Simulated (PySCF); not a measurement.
Species: `[SiH3]C1=CCP(C2CC2)C1`. The columns A, B, C and D hold Mulliken, IAO, Hirshfeld and ESP-fitted charges (e) of one PBE0/pcSseg-1 density (PySCF), in a shuffled order. Coordinates in Å (GFN2-xTB); the density's dipole moment is (0.17, -0.45, -0.79) D.

| atom | x | y | z | A | B | C | D |
| --- | --- | --- | --- | --- | --- | --- | --- |
| Si1 | -2.974 | 0.452 | -1.419 | +0.564 | +0.601 | +0.290 | +0.305 |
| C2 | -1.659 | -0.207 | -0.253 | -0.438 | -0.279 | -0.194 | -0.096 |
| C3 | -1.193 | -1.450 | -0.224 | -0.084 | -0.138 | -0.299 | -0.042 |
| C4 | -0.150 | -1.776 | 0.800 | -0.362 | -0.452 | +0.286 | -0.118 |
| P5 | 0.467 | -0.134 | 1.445 | +0.378 | +0.480 | -0.480 | +0.155 |
| C6 | 1.567 | 0.255 | 0.021 | -0.470 | -0.328 | +0.357 | -0.092 |
| C7 | 2.532 | 1.398 | 0.159 | -0.188 | -0.288 | -0.387 | -0.092 |
| C8 | 3.038 | -0.006 | 0.173 | -0.188 | -0.289 | -0.286 | -0.093 |
| C9 | -1.060 | 0.710 | 0.778 | -0.351 | -0.444 | +0.388 | -0.120 |
| H10 | -3.471 | -0.642 | -2.252 | -0.100 | -0.118 | -0.063 | -0.076 |
| H11 | -4.066 | 1.031 | -0.631 | -0.090 | -0.121 | -0.095 | -0.078 |
| H12 | -2.380 | 1.500 | -2.256 | -0.088 | -0.122 | -0.082 | -0.079 |
| H13 | -1.541 | -2.231 | -0.883 | +0.087 | +0.147 | +0.131 | +0.046 |
| H14 | 0.676 | -2.366 | 0.395 | +0.157 | +0.154 | -0.037 | +0.044 |
| H15 | -0.590 | -2.349 | 1.624 | +0.164 | +0.157 | +0.024 | +0.041 |
| H16 | 1.125 | 0.089 | -0.957 | +0.159 | +0.143 | -0.012 | +0.036 |
| H17 | 2.541 | 1.948 | 1.089 | +0.132 | +0.148 | +0.154 | +0.042 |
| H18 | 2.727 | 2.009 | -0.710 | +0.132 | +0.150 | +0.135 | +0.048 |
| H19 | 3.588 | -0.368 | -0.684 | +0.132 | +0.149 | +0.109 | +0.047 |
| H20 | 3.387 | -0.407 | 1.114 | +0.132 | +0.147 | +0.131 | +0.042 |
| H21 | -1.774 | 0.871 | 1.593 | +0.165 | +0.155 | -0.003 | +0.039 |
| H22 | -0.802 | 1.692 | 0.373 | +0.157 | +0.149 | -0.070 | +0.042 |

Task: Which column most likely holds the ESP-fitted charges?

Result: C. Σ q r misses the density's dipole by 0.11 D (C), 1.37 D (D), 1.96 D (B), 2.40 D (A). Charges fitted to the outside potential are the only set here that is tied to the molecule's multipoles.

Task: And the Hirshfeld charges?

Result: D. The mean sizes are 0.081 e (D), 0.182 e (C), 0.214 e (A), 0.235 e (B), and Hirshfeld charges are commonly the smallest of these schemes.

As computed, A = Mulliken, B = IAO, C = ESP-fitted, D = Hirshfeld. Hydrogens on carbon: Mulliken +0.09 to +0.16, IAO +0.14 to +0.16, ESP-fitted -0.07 to +0.15, Hirshfeld +0.04 to +0.05 e.

The Hirshfeld scheme divides the density at each point in proportion to the densities of the neutral, spherically averaged free atoms. The IAO scheme counts the electrons in orthogonalised intrinsic atomic orbitals, a minimal basis polarised so that it spans the occupied orbitals exactly.

One conformer (not necessarily the lowest) at the GFN2-xTB geometry, without solvent, vibrations or thermal averaging.

The run behind these numbers computed NMR shieldings as well. The run took about 2.4 min of CPU time (one thread, shared machine).
